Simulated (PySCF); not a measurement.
CH₃Cl₂FOSi, SMILES CO[Si](F)(Cl)Cl.

Geometry optimised at B3LYP-D3(BJ)/def2-SVP. Other conformers were not sampled.

These are PySCF with PBE/def2-TZVP values and carry that method's errors.

Computed frontier levels, gap, dipole moment and polarisability:
- highest occupied level: -7.58 eV
- lowest empty level: -0.90 eV
- orbital gap: 6.67 eV
- dipole moment: 1.94 D
- quadrupole, principal values (traceless, Buckingham form, about the centre of nuclear charge): -4.87, -2.86, 7.73 D·Å
- mean static polarisability: 62.3 bohr³ (9.23 Å³)
- polarisability, principal values: 51.6, 63.5, 71.8 bohr³
